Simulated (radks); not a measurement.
The ytterbium ion Yb2+ inside a hard spherical wall (all orbitals vanish at R), configuration held at [Xe] 4f14 and not refilled when levels cross. All-electron calculation, scalar-relativistic Kohn-Sham, LDA (Slater exchange, Perdew-Wang correlation), spin-polarised, spherical densities, point nucleus. Program: a radial shooting solver on a logarithmic mesh with Libxc functionals. Eigenvalues in eV for spin up, with the zero of energy where the potential of the charges vanishes at infinity; a dash marks a level that is unbound or too diffuse for the functional's potential to be trusted. A positive occupied level is held by the wall or, in an anion where self-interaction has pushed it up, behind a barrier. The pressure on the wall is -dE/dV.

| R (bohr) | E (hartree) | kinetic (hartree) | e(4d) | e(5s) | e(5p) | e(4f) | e(6s, empty) | e(5d, empty) | pressure (GPa) |
|---|---|---|---|---|---|---|---|---|---|
| free | -14050.4689 | 15310.083 | -192.47 | -70.015 | -42.422 | -17.961 | -15.258 | -13.568 | 0 |
| 15 | -14050.4689 | 15310.083 | -192.47 | -70.015 | -42.422 | -17.961 | -15.258 | -13.568 | < 0.0001 |
| 12 | -14050.4689 | 15310.083 | -192.47 | -70.015 | -42.422 | -17.961 | -15.258 | -13.568 | < 0.0001 |
| 10 | -14050.4689 | 15310.083 | -192.47 | -70.015 | -42.422 | -17.961 | -15.258 | -13.568 | < 0.0001 |
| 8 | -14050.4688 | 15310.083 | -192.47 | -70.014 | -42.421 | -17.960 | -15.237 | -13.561 | 0.000414 |
| 6 | -14050.4685 | 15310.087 | -192.44 | -69.994 | -42.403 | -17.934 | -14.839 | -13.431 | 0.0437 |
| 5 | -14050.4661 | 15310.110 | -192.31 | -69.899 | -42.318 | -17.810 | -13.600 | -13.008 | 0.583 |
| 3.5 | -14050.3644 | 15310.911 | -190.17 | -68.322 | -40.725 | -15.778 | -2.145 | -8.812 | 51.4 |
| 2.5 | -14048.9613 | 15319.083 | -178.08 | -58.909 | -29.714 | -4.199 | 46.007 | 9.972 | 1560 |
| 2 | -14044.2200 | 15340.999 | -156.32 | -38.659 | -4.897 | 17.134 | 132.70 | 45.472 | 10700 |
